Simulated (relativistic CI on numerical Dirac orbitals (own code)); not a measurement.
What each ingredient does to the levels of P⁺

Base calculation: Dirac-Coulomb-Breit CI, orbitals from a KLI potential per configuration, a model potential for QED, valence Slater integrals scaled by 0.85, P86 correlation energy added to each configuration.

Configuration list (outside the closed core [Ne]): 3s2.3p2, 3s.3p3, 3s2.3p.4s, 3s2.3p.4p, 3s2.3p.5s, 3s2.3p.4d, 3s2.3p.3d, 3p4, 3s2.3d2, 3s.3p2.3d, 3s2.4s2, 3s2.3p.5p, 3s2.3d.4s, 3s2.3p.4f, 3s2.4s.4p, 3s2.3p.5d. Levels of other configurations are missing.

Variants: (1) no correlation estimate; (2) Slater integrals left unscaled; (3) Breit term removed; (4) non-relativistic limit. Shifts of the energy above 3s2.3p2 3P_0, in cm⁻¹, for the lowest level and the first level of each name with at least 55 % of one term (blank where a level changes its place among those of its configuration and J or its character, or is not in the variant):

| Level | Base | Δ(1) | Δ(2) | Δ(3) | Δ(4) | Measured |
| --- | --- | --- | --- | --- | --- | --- |
| 3s2.3p2 3P_0 | 0.0 | 0.0 | 0.0 | 0.0 | 0.0 | 0.0 |
| 3s2.3p2 3P_1 | 158.5 | -0.1 | -3.5 | +8.6 | -158.5 | 164.9 |
| 3s2.3p2 3P_2 | 451.1 | -0.4 | -7.1 | +26.3 | -451.1 | 469.1 |
| 3s2.3p2 1D_2 | 9694.4 | +0.4 | +1664.6 | +21.3 | -305.1 | 8882.3 |
| 3s2.3p2 1S_0 | 20353.2 | -26.3 | +2754.8 | +23.3 | -325.9 | 21575.6 |
| 3s.3p3 5S°_2 | 46725.2 | -405.8 | -4092.3 | +26.5 | -943.0 | 45697.0 |
| 3s.3p3 3D°_1 | 70072.0 | -862.2 | -671.1 | +25.9 | -803.1 | 65251.4 |
| 3s.3p3 3D°_2 | 70092.2 | -861.8 | -668.5 | +27.1 | -823.3 | 65272.3 |
| 3s.3p3 3D°_3 | 70126.6 | -861.3 | -665.6 | +33.4 | -857.7 | 65307.2 |
| 3s.3p3 3P°_2 | 81371.2 | -947.3 | +1244.3 | +28.8 | -804.5 | 76764.1 |
| 3s.3p3 3P°_1 | 81392.9 | -940.6 | +1247.8 | +29.4 | -826.2 | 76812.3 |
| 3s.3p3 3P°_0 | 81403.1 | -938.2 | +1249.3 | +26.9 | -836.4 | 76823.1 |
| 3s2.3p.3d 1D°_2 | 86060.7 | -2017.3 | +824.4 | +39.1 | -488.5 |  |
| 3s2.3p.4s 3P°_0 | 95275.4 | -3841.2 | +3241.0 | +10.7 | +321.9 | 86597.6 |
| 3s2.3p.4s 3P°_1 | 95427.0 | -3840.9 | +3244.6 | +17.6 | +170.4 | 86744.0 |
| 3s2.3p.4s 3P°_2 | 95818.1 | -3840.9 | +3239.2 | +39.8 | -220.7 | 87124.6 |
| 3s2.3p.3d 3F°_2 | 95893.3 | -2558.8 | +1963.4 | +30.5 | -39.1 |  |
| 3s2.3p.3d 3F°_3 | 96055.6 | -2559.3 | +1963.4 | +41.0 | -201.4 |  |
| 3s2.3p.3d 3F°_4 | 96280.2 | -2559.9 | +1962.2 | +55.2 | -426.1 |  |
| 3s2.3p.4s 1P°_1 | 97676.5 | -3813.6 | +3603.9 | +33.0 | -66.1 | 88893.2 |
| 3s2.3p.3d 1P°_1 | 109103.8 | -1962.5 | +5153.5 | +37.3 | -480.2 |  |
| 3s2.3p.4p 1P_1 | 110455.8 | -4463.9 | +2861.1 | +27.6 | -96.7 | 101635.7 |

For a near-neutral ion this model can misplace configurations by up to about 10,000 cm⁻¹ (more where the count of f electrons changes) and terms by 10 to 25 % of their spread. Rates follow the energies as ν³ (E1, M1) or ν⁵ (E2), so they and the lifetimes can be off by large factors. The fine structure of a lone outer electron comes out too small, for d and f at times inverted, and misplaced configurations move strength between like terms. 32 of the 35 excited levels that our extract of the measured tables holds in this range could be paired (the sources list more); they are missed by 6440 cm⁻¹ on average and 8820 at most, and levels without a partner can miss by more.

Measured levels: NIST Handbook of Basic Atomic Spectroscopic Data (Sansonetti and Martin, J. Phys. Chem. Ref. Data 34, 1559 (2005)).

Ionisation energy from the two ground configurations alone: base 20.04 eV; no correlation estimate 19.03 eV; Slater integrals left unscaled 20.14 eV. The NIST ASD value (semi-empirical) is 19.7695 eV.
